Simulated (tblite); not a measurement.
Run record: tight-binding relaxation, `C=C(F)[C@H]([BH2-][NH3+])B(F)F`.

Computed with GFN2-xTB geometry optimisation, gas phase (tblite 0.8.0). Start geometry: from a force field or distance geometry. A driver script takes a list of jobs; this job's settings line and coordinates (Å) are shown.

Command:
```bash
OMP_NUM_THREADS=1 python probes_run.py task.json out
```

Input:
```
{"job": {"kind": "relax", "xc": "GFN2-xTB", "basis": "xTB"}, "charge": 0, "multiplicity": 1}
C     -2.187200    -0.768700     0.349500
C     -1.624100     0.418900     0.381200
F     -2.385000     1.490200     0.664600
C     -0.165800     0.658000     0.151000
B      0.507000    -0.718900    -0.120300
N      2.003700    -0.697500    -0.332100
B      0.362800     1.429700     1.425500
F      1.743900     1.927500     1.525100
F     -0.595000     2.347300     2.023300
H     -3.267800    -0.813900     0.540200
H     -1.698000    -1.703300     0.145100
H     -0.091800     1.349500    -0.686600
H      0.014600    -1.189800    -1.096200
H      0.237000    -1.476800     0.771300
H      2.516700    -0.034300     0.304400
H      2.230700    -0.563500    -1.330800
H      2.391000    -1.642300    -0.075700
```

Output:
```
step      E/eV     max force
  0    -819.19885    4.305
  1    -819.97345    2.608
  2    -820.25093    2.432
  3    -820.36004    1.028
  4    -820.44957    0.869
  5    -820.48524    0.779
  6    -820.51133    0.578
  7    -820.53893    0.539
  8    -820.56816    0.740
  9    -820.59536    0.659
... (146 lines left out)
156    -820.94526    0.038
157    -820.94532    0.032
158    -820.94537    0.020
159    -820.94543    0.020
160    -820.94549    0.016
161    -820.94554    0.016
162    -820.94559    0.016
163    -820.94563    0.015
164    -820.94565    0.014
165    -820.94567    0.009
```

«max force» is the largest atomic force in eV/Å.

From which step on does the largest force stay under 0.1 eV/Å, and how much energy is left to gain from there?

From step 147 (0.052 eV/Å), 4.2 meV above the end.

Main results: energy lowered by 40.3 kcal/mol over 165 steps; largest atomic force 0.009 eV/Å at the end.

Where do the atoms end?

0.904 Å rms from the input after alignment:
```
atom  x, y, z in Å
C1    -2.5388   -0.2461    0.8421
C2    -1.6978    0.3119   -0.0083
F3    -2.1743    0.7081   -1.2241
C4    -0.2385    0.5597    0.1338
B5     0.5999   -0.8677   -0.2224
N6     2.1489   -0.4048   -0.4453
B7     0.2566    1.0455    1.5175
F8     1.5220    1.4827    1.6596
F9    -0.3805    0.9916    2.6707
H10   -3.5749   -0.3834    0.5926
H11   -2.2027   -0.5718    1.8060
H12    0.0509    1.2607   -0.6539
H13    0.2242   -1.3277   -1.2461
H14    0.5933   -1.6333    0.6830
H15    2.4671    0.0906    0.3841
H16    2.2077    0.2176   -1.2458
H17    2.7299   -1.2217   -0.6040
```

Estimate the wall time. Hardware: one thread, Arm Neoverse N1 (aarch64), no GPU, shared host with 64 logical CPUs at a one-minute load of 61.

About 1.8 s.
Labels such as C1 count atoms from 1, the log's own numbers from 0.
